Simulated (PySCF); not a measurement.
Se(OH)(GeH3), SMILES O[Se][GeH3], CAM-B3LYP/def2-SVP optimised geometry.

```
7

Se    -1.28    -1.44     1.93
O     -0.48    -0.29     3.10
H     -1.14     0.38     3.32
Ge    -0.49    -0.34     0.00
H     -1.04    -1.11    -1.21
H     -1.01     1.11     0.00
H      1.04    -0.34     0.00
```

Density from CAM-B3LYP/def2-TZVP (PySCF 2.14.0) at that geometry.

Minimum of the electron density along straight lines between bonded atoms, close to the bond critical point (lines longer than 1.1 times the sum of covalent radii, or with two minima, are not listed):

| bond | length / Å | ρ at the minimum / e bohr⁻³ | ∇²ρ there / e bohr⁻⁵ | position (fraction from the first atom) |
|---|---|---|---|---|
| Se1–O2 | 1.827 | 0.154 | 0.15 | 0.47 |
| O2–H3 | 0.967 | 0.356 | -2.39 | 0.80 |
| Se1–Ge4 | 2.361 | 0.095 | -0.03 | 0.56 |
| Ge4–H5 | 1.536 | 0.134 | 0.05 | 0.59 |
| Ge4–H6 | 1.535 | 0.135 | 0.05 | 0.59 |
| Ge4–H7 | 1.532 | 0.136 | 0.05 | 0.59 |
